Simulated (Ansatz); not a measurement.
Consider the isomerisation: `C=[CH][AlH][CH2][SiH3]` → `CC1[CH2][AlH][SiH2]1`.

Isolated molecules relaxed with PBE0-D4/def2-TZVP in Ansatz; ΔE leaves out vibrations. CCSD(T)/CBS is the MP2 limit (def2-TZVPP, def2-QZVPP) plus CCSD(T) − MP2 in def2-TZVPP, frozen cores. DFT in def2-TZVPP. Each species was taken in one conformer, which may not be the lowest.

CCSD(T)/CBS gives +33.6 kJ/mol.

(1) Another level gave +7.7 kJ/mol. Which?
A. HF/def2-TZVPP
B. B2PLYP/def2-TZVPP
C. ωB97X-V/def2-TZVPP
D. PBE-D4/def2-TZVPP

Largest T1 diagnostic among the species: 0.011.

Results:

(1) D. PBE-D4 7.7, ωB97X-V 22.7, B2PLYP 41.5, HF/def2-TZVPP 71.1 kJ/mol.

The D4 term adds −4.3 kJ/mol with B3LYP and −1.8 kJ/mol with PBE0; it sums over pairs of atoms, weighted by their polarisabilities, and B3LYP, whose exchange is more repulsive, gets the larger term. In def2-TZVPP, CCSD(T) changes the Hartree–Fock value by −37.8 kJ/mol (the triples alone add −2.8 kJ/mol) and MP2 by −42.6 kJ/mol.

B3LYP here is the variant with VWN-RPA as its local correlation; programs differ in this.
